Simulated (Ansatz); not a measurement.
Cost and result up the ladder for LiAlO2 (4 atoms). Total charge 0; singlet. Geometry: r2SCAN-D4/def2-TZVP.

```xyz
4

Li    0.955    1.551   -1.657
Al   -0.323   -0.525    0.561
O     0.313    0.512   -0.552
O    -0.946   -1.538    1.649
```

Ansatz on 2 threads of Arm Neoverse N1 on a shared host. Times are rough, and most runs start from the orbitals of an earlier one. PBE0-D4/def2-TZVPD serves as the yardstick here, not as an exact answer. Differences are given only for rows in sets of like size (and for xTB, whose basis is part of the method), since another set adds its own error. Binding counts from free atoms at the same level (Li doublet, Al doublet, O triplet; other spins of the atoms weren't run), without zero-point energy or a counterpoise term.

Correlated methods freeze 7 core orbitals; core or outer-core shells of Li are correlated, in sets that lack core-valence functions. The structure comes from a short search, and lower isomers may exist.

Correlated methods converge slowly with the basis.

```json
{"level": "HF/def2-TZVP", "functions": "113", "wall time": "0.65 s", "binding energy per atom (eV)": "2.09", "difference from PBE0-D4/def2-TZVPD (eV)": "-1.44", "remarks": "–"}
{"level": "LDA (SPW92)/def2-TZVP", "functions": "113", "wall time": "0.8 s", "binding energy per atom (eV)": "4.31", "difference from PBE0-D4/def2-TZVPD (eV)": "0.78", "remarks": "–"}
{"level": "PBE-D4/def2-SVP", "functions": "55", "wall time": "0.9 s", "binding energy per atom (eV)": "3.74", "difference from PBE0-D4/def2-TZVPD (eV)": "–", "remarks": "–"}
{"level": "PBE0-D4/def2-SVP", "functions": "55", "wall time": "0.95 s", "binding energy per atom (eV)": "3.48", "difference from PBE0-D4/def2-TZVPD (eV)": "–", "remarks": "–"}
{"level": "MP2/def2-TZVP", "functions": "113", "wall time": "1.1 s", "binding energy per atom (eV)": "3.80", "difference from PBE0-D4/def2-TZVPD (eV)": "0.27", "remarks": "–"}
{"level": "PBE-D4/def2-TZVP", "functions": "113", "wall time": "1.5 s", "binding energy per atom (eV)": "3.76", "difference from PBE0-D4/def2-TZVPD (eV)": "0.23", "remarks": "–"}
{"level": "BLYP-D4/def2-TZVP", "functions": "113", "wall time": "1.5 s", "binding energy per atom (eV)": "3.73", "difference from PBE0-D4/def2-TZVPD (eV)": "0.21", "remarks": "–"}
{"level": "BHLYP-D4/def2-TZVP", "functions": "113", "wall time": "2 s", "binding energy per atom (eV)": "3.31", "difference from PBE0-D4/def2-TZVPD (eV)": "-0.22", "remarks": "–"}
{"level": "PBE0-D4/def2-TZVPD", "functions": "140", "wall time": "2.6 s", "binding energy per atom (eV)": "3.53", "difference from PBE0-D4/def2-TZVPD (eV)": "0.00", "remarks": "–"}
{"level": "PBE0-D4/def2-TZVP (with forces)", "functions": "113", "wall time": "3 s", "binding energy per atom (eV)": "3.51", "difference from PBE0-D4/def2-TZVPD (eV)": "-0.01", "remarks": "–"}
{"level": "r2SCAN-D4/def2-TZVPD", "functions": "140", "wall time": "4.1 s", "binding energy per atom (eV)": "3.68", "difference from PBE0-D4/def2-TZVPD (eV)": "0.15", "remarks": "–"}
{"level": "B97M-V/def2-TZVP", "functions": "113", "wall time": "7 s", "binding energy per atom (eV)": "3.64", "difference from PBE0-D4/def2-TZVPD (eV)": "0.11", "remarks": "–"}
{"level": "CCSD(T)/def2-TZVPP", "functions": "123", "wall time": "13 s", "binding energy per atom (eV)": "3.52", "difference from PBE0-D4/def2-TZVPD (eV)": "-0.01", "remarks": "large T1 (0.023)"}
{"level": "CCSD(T)/def2-TZVPD", "functions": "140", "wall time": "20 s", "binding energy per atom (eV)": "3.54", "difference from PBE0-D4/def2-TZVPD (eV)": "0.02", "remarks": "large T1 (0.022)"}
```
